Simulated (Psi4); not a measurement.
As₄, triplet, at the geometry of the source list (a higher spin typed on purpose: for a closed-shell molecule this is an excited state); TPSS/STO-3G (Psi4).

Psi4 was given this input:
```
memory 2 GB

molecule {
0 3
As
As 1 2.386034
As 2 2.386072 1 60.001831
As 2 2.385949 1 60.004172 3 -70.528515
}

set {
  basis sto-3g
  reference uks
}

energy('tpss')
print_variables()
```

Problem. What does Psi4 print? Leave out banner, timings and long lists.

Solution. 
```
   => Loading Basis Set <=

    Name: STO-3G
    Role: ORBITAL
    Keyword: BASIS

         ---------------------------------------------------------
                                   SCF
               by Justin Turney, Rob Parrish, Andy Simmonett
                          and Daniel G. A. Smith
                              UKS Reference
         ---------------------------------------------------------

  ==> Geometry <==

    Molecular point group: c1
    Full point group: C1

    Geometry (in Angstrom), charge = 0, multiplicity = 3:

       Center              X                  Y                   Z               Mass
    ------------   -----------------  -----------------  -----------------  -----------------
         AS           0.487049479019     0.688809795884    -1.193076999251    74.921594570000
         AS           0.487049479019     0.688809795884     1.192957000749    74.921594570000
         AS           0.487049479019    -1.377627296146    -0.000012962775    74.921594570000
         AS          -1.461148437056     0.000007704378     0.000132961277    74.921594570000

  Running in c1 symmetry.

  Rotational constants: A =      0.03952  B =      0.03952  C =      0.03952 [cm^-1]
  Rotational constants: A =   1184.84564  B =   1184.82549  C =   1184.73335 [MHz]
  Nuclear repulsion = 1449.098698246410549

  Charge       = 0
  Multiplicity = 3
  Electrons    = 132
  Nalpha       = 67
  Nbeta        = 65

  ==> Algorithm <==

  SCF Algorithm Type is DF.
  DIIS enabled.
  MOM disabled.
  Fractional occupation disabled.
  Guess Type is SAD.
  Energy threshold   = 1.00e-06
  Density threshold  = 1.00e-06
  Integral threshold = 1.00e-12

  ==> Primary Basis <==

  Basis Set: STO-3G
    Blend: STO-3G
    Number of shells: 32
    Number of basis functions: 72
    Number of Cartesian functions: 76
    Spherical Harmonics?: true
    Max angular momentum: 2

  ==> DFT Potential <==

   => LibXC <=

    Version 7.1.2
    S. Lehtola, C. Steigemann, M. J. T. Oliveira, and M. A. L. Marques,  SoftwareX 7, 1–5 (2018) (10.1016/j.softx.2017.11.002)

   => Composite Functional: TPSS <=

    TPSS Meta-GGA XC Functional

    J. Tao, et al., Phys. Rev. Lett., 91, 146401, 2003

    Deriv               =              1
    GGA                 =           TRUE
    Meta                =           TRUE

    Exchange Hybrid     =          FALSE
    MP2 Hybrid          =          FALSE

   => Exchange Functionals <=

    1.0000   XC_MGGA_X_TPSS

[...]
      Ntotal   =  132.0000364224 ; deviation = 3.642e-05

   @Spin Contamination Metric:   8.594448127E-03
   @S^2 Expected:                2.000000000E+00
   @S^2 Observed:                2.008594448E+00
   @S   Expected:                1.000000000E+00
   @S   Observed:                1.000000000E+00

    Orbital Energies [Eh]
    ---------------------

    Alpha Occupied:

[...]
      67A      0.041268

    Alpha Virtual:

[...]
    Beta Occupied:

[...]
    Beta Virtual:

[...]
      72A      0.146204

    Final Occupation by Irrep:
              A
    DOCC [    65 ]
    SOCC [     2 ]
    NA   [    67 ]
    NB   [    65 ]

  @DF-UKS Final Energy: -8842.12723809274212

   => Energetics <=

    Nuclear Repulsion Energy =           1449.0986982464105495
    One-Electron Energy =              -15292.1830170706998615
    Two-Electron Energy =                5336.3371283337983186
    DFT Exchange-Correlation Energy =    -335.3800476022512953
    Empirical Dispersion Energy =           0.0000000000000000
    VV10 Nonlocal Energy =                  0.0000000000000000
    Total Energy =                      -8842.1272380927421182

  UHF NO Occupations:
  HONO-2 :   65  A 1.9979144
  HONO-1 :   66  A 1.0000000
  HONO-0 :   67  A 1.0000000
  LUNO+0 :   68  A 0.0020856
  LUNO+1 :   69  A 0.0020772
  LUNO+2 :   70  A 0.0000568
  LUNO+3 :   71  A 0.0000564

Computation Completed

Properties will be evaluated at   0.000000,   0.000000,   0.000000 [a0]

Properties computed using the SCF density matrix

 Multipole Moments:

 ------------------------------------------------------------------------------------
     Multipole            Electronic (a.u.)      Nuclear  (a.u.)        Total (a.u.)
 ------------------------------------------------------------------------------------

 L = 1.  Multiply by 2.5417464519 to convert [e a0] to [Debye]
 Dipole X            :          0.0194256           -0.0000000            0.0194256
 Dipole Y            :          0.0267810            0.0000000            0.0267810
 Dipole Z            :          0.0003045           -0.0000000            0.0003045
 Magnitude           :                                                    0.0330857

 ------------------------------------------------------------------------------------

  Variable Map:
  ----------------------------------------------------------------------------
[...]
  Array Variable Map:
  ----------------------------------------------------------------------------
[...]
[...]
```
